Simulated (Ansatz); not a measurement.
CH7OPSi can be A, `C[SiH2]OP`, or B, `OC[SiH2]P`.

Computed with Ansatz on PBE0-D4/def2-TZVP structures; ΔE is electronic, products minus reactants. CCSD(T)/CBS is the MP2 limit (def2-TZVPP, def2-QZVPP) plus CCSD(T) − MP2 in def2-TZVPP, frozen cores. Functionals use def2-TZVPP. B3LYP here is the variant with VWN-RPA as its local correlation; programs differ in this. One conformer a species, not always the lowest.

Problem. Which is lower in electronic energy at CCSD(T)/CBS, and by how much? (Estimate.)

Solution. Computed: A, by 41.7 kcal/mol.

Problem. Give E(B) − E(A) in kcal/mol with PBE-D4, HF/def2-TZVPP, B3LYP, PBE0-D4, ωB97M-V, B2PLYP, MP2/def2-TZVPP. (Estimate.)

Solution. Computed: PBE-D4 34.5, HF/def2-TZVPP 48.7, B3LYP 41.9, PBE0-D4 37.0, ωB97M-V 42.0, B2PLYP 42.9, MP2/def2-TZVPP 43.3. None reverses the order clearly.

Largest T1 diagnostic: 0.013.

From PBE to PBE0 (25 % exact exchange), in def2-TZVPP and without D4, E(B) − E(A) moves by +2.4 kcal/mol. In def2-TZVPP, CCSD(T) changes the Hartree–Fock value by −7.4 kcal/mol (the triples alone add −1.2 kcal/mol) and MP2 by −5.4 kcal/mol.
